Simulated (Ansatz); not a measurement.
**Question.** Name a neutral molecule of C, N, O and H with HOMO energy (ωB97M-V/def2-TZVPP) between -9.80 and -9.50 eV and HOMO–LUMO gap (PBE/def2-TZVPP) between 4.15 and 4.45 eV (Ansatz, PBE0-D4/def2-TZVP geometry).

**Answer.** `Oc1ccncc1` (-9.55 eV, 4.41 eV). Other molecules can fit too; these were computed, each in one conformer that needn't be the lowest.
